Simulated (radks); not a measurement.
Spherical jellium clusters: N electrons in a uniform positive sphere of charge N and radius rs N^(1/3), rs = 2.61 bohr. Method: non-relativistic Kohn-Sham, exchange-only LDA, spin-polarised, spherical densities; computed with a radial shooting solver with Libxc functionals. Levels are named by radial order and angular momentum (1s, 1p, 1d, 2s, ...), and open shells are averaged over m.

N = 12, configuration 1s2 1p6 1d(up 4, down 0). This is the lowest configuration that the search found. Occupied and some empty levels:

| level | occupation | eigenvalue (eV) | <r> (bohr) |
|---|---|---|---|
| 1s up | 1 | -7.6094 | 3.908 |
| 1s down | 1 | -6.9528 | 3.593 |
| 1p up | 3 | -5.3049 | 4.837 |
| 1p down | 3 | -4.2487 | 4.670 |
| 1d up | 4 | -2.6634 | 5.764 |
| 2s up | 0 | -2.0904 | 5.971 |
| 1d down | 0 | -1.4438 | 5.823 |
| 2s down | 0 | -1.3291 | 6.167 |
| 2p up | 0 | -0.39202 | 9.898 |
| 1f up | 0 | -0.083507 | 7.686 |

Energy (eV): total -2.36760, kinetic 43.323, external -748.68, Hartree 358.16, exchange-correlation -48.628, background 393.46.
